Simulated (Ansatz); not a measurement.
In₉Sb₉H₂₄⁺, a nanocrystal cut from wurtzite InSb (hydrogen-capped). Charge 1, multiplicity 2. Geometry PBE-D4/def2-SVP, that of the neutral singlet; atoms count from 1.

Cartesian coordinates in Å:
```
In -2.789 -0.679 5.063
Sb -0.114 0.563 5.251
Sb -2.511 -0.884 2.199
In -2.542 1.620 0.844
In 1.744 1.158 3.135
Sb 0.137 2.600 1.270
Sb -2.592 1.154 -1.965
In -2.959 3.538 -3.548
In 1.662 3.212 -1.064
Sb -0.269 4.488 -2.773
In -0.550 -2.768 1.353
Sb 1.916 -1.318 1.726
Sb -0.687 -3.044 -1.478
In -0.634 -0.637 -2.998
In 3.585 -1.021 -0.569
Sb 1.841 0.583 -2.161
In 0.984 -5.144 -2.538
Sb 3.404 -3.602 -1.829
H -3.881 0.610 5.465
H -2.581 -2.240 5.795
H -0.201 2.031 6.145
H 0.844 -0.261 6.419
H -3.970 -1.611 1.638
H -3.727 2.762 1.425
H 3.237 1.896 3.648
H -0.067 4.135 2.024
H -4.043 0.241 -2.150
H -4.040 4.630 -2.739
H -2.803 3.162 -5.236
H 3.151 4.089 -0.840
H -0.358 6.094 -2.164
H 0.638 4.913 -4.172
H -0.535 -4.269 2.243
H 2.856 -2.308 2.775
H -2.310 -3.577 -1.707
H -0.671 -0.855 -4.729
H 5.205 -0.432 -0.313
H 2.733 0.819 -3.615
H 1.010 -6.494 -1.447
H 0.956 -5.108 -4.274
H 4.487 -4.581 -0.917
H 4.444 -3.467 -3.192
```

In the def2 sets In, Sb take a core potential; there is no spin–orbit coupling. Single mean-field runs in def2-TZVP are fitted with def2-universal-jkfit.

**Question.** Estimate the Mulliken populations of the heavy atoms from the PBE0/def2-TZVP orbitals of Ansatz.

**Answer.** 
| atom | charge (e) | spin (α − β) |
| --- | --- | --- |
| In1 | 0.25 | 0.00 |
| Sb2 | -0.10 | 0.01 |
| Sb3 | -0.24 | 0.13 |
| In4 | 0.28 | -0.01 |
| In5 | 0.27 | 0.01 |
| Sb6 | -0.24 | 0.04 |
| Sb7 | -0.19 | 0.28 |
| In8 | 0.26 | 0.06 |
| In9 | 0.26 | 0.01 |
| Sb10 | -0.09 | 0.04 |
| In11 | 0.29 | -0.01 |
| Sb12 | -0.25 | 0.01 |
| Sb13 | -0.23 | 0.17 |
| In14 | 0.28 | -0.01 |
| In15 | 0.27 | 0.01 |
| Sb16 | -0.24 | 0.05 |
| In17 | 0.26 | 0.02 |
| Sb18 | -0.10 | 0.01 |
Mulliken values and Mayer orders depend strongly on the basis.

**Question.** Where does the spin sit?

**Answer.** Summed by element: In 0.08, Sb 0.75, H 0.17, of 1 unpaired in all. Largest on single atoms: Sb7 0.28, Sb13 0.17, Sb3 0.13.

**Question.** And the Mayer bond orders between bonded heavy atoms (over 0.3)?

**Answer.** In1–Sb2 0.57 (2.96 Å); In1–Sb3 0.60 (2.89 Å); Sb2–In5 0.72 (2.88 Å); Sb3–In4 0.69 (2.85 Å); Sb3–In11 0.72 (2.85 Å); In4–Sb6 0.71 (2.88 Å); In4–Sb7 0.70 (2.85 Å); In5–Sb6 0.68 (2.85 Å); In5–Sb12 0.71 (2.85 Å); Sb6–In9 0.72 (2.85 Å); Sb7–In8 0.52 (2.89 Å); Sb7–In14 0.69 (2.85 Å); In8–Sb10 0.60 (2.96 Å); In9–Sb10 0.69 (2.88 Å); In9–Sb16 0.71 (2.85 Å); In11–Sb12 0.69 (2.88 Å); In11–Sb13 0.72 (2.85 Å); Sb12–In15 0.73 (2.85 Å); Sb13–In14 0.68 (2.85 Å); Sb13–In17 0.58 (2.89 Å); In14–Sb16 0.72 (2.88 Å); In15–Sb16 0.68 (2.85 Å); In15–Sb18 0.71 (2.88 Å); In17–Sb18 0.58 (2.96 Å).
